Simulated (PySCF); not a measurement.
## A small calculation by hand: refractive index and permittivity of the vapour

NbOBr, SMILES [O]=[Nb][Br] (connectivity only; charge and spin as stated), neutral, multiplicity 3.

Geometry optimised at B3LYP-D3(BJ)/def2-TZVP. The multiplicity is an assumed one; other spin states were not compared. The def2 effective core potentials stand for the cores of Nb; spin–orbit coupling is left out.

PBE/def2-TZVPD run with PySCF gives a mean static polarisability of 85.2 bohr³ and a dipole moment of 3.73 D. Take an ideal gas at 298.15 K and 1 bar, whether or not the substance is that volatile.

Q: Work out n − 1 in the optical limit and the static ε − 1.

A: 
Polarisability volume α' = 85.2 × 0.148185 = 12.63 Å³. Number density N = p/kT = 2.43e-5 Å⁻³.
Dilute limit of Lorentz–Lorenz: n − 1 = 2π N α' = 0.0019.
Orientation term of Debye: μ²/(3kT) = 8.098 Å³ × μ²(D²) = 112.66 Å³.
ε − 1 = 4π N (α' + μ²/3kT) = 0.038. Orientation of the dipole supplies 90 % of the static response; it can't follow optical fields. Vibrational polarisation and dispersion are left out.
